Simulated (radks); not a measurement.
Values are calculated unless marked as measured or tabulated.
Charge is removed step by step from the 3d (averaged over the sub-levels emptied) level of the krypton ion Kr+, starting from [Ar] 3d10 4s2 4p5. Code: a radial shooting solver on a logarithmic mesh with Libxc functionals. Model: Dirac Kohn-Sham, PBE, spin-unpolarised, spherical densities, finite nucleus; open shells are shared between the two j in proportion to 2j + 1; Fermi nuclear charge, rms radius 4.1884 fm.

removed (e)  E - E(0) (eV)  eigenvalue (eV)  E minus straight line (eV)
0                    0.000          -93.255                       0.000
0.1                  9.457          -95.886                      -1.225
0.2                 19.178          -98.546                      -2.185
0.3                 29.167          -101.24                      -2.878
0.4                 39.426          -103.95                      -3.300
0.5                 49.959          -106.70                      -3.449
0.6                 60.767          -109.48                      -3.323
0.7                 71.855          -112.28                      -2.917
0.8                 83.224          -115.11                      -2.230
0.9                 94.877          -117.96                      -1.258
1                   106.82          -120.84                       0.000

Removing the whole electron costs 106.82 eV by Delta-SCF, against 93.255 eV from minus the eigenvalue at the starting occupation. Slater's transition state (half an electron removed) gives 106.70 eV. Integrating minus the eigenvalue over the occupation (Janak's theorem) gives 106.82 eV. The mean slope of the eigenvalue, de/dn, is 27.6 eV per electron.
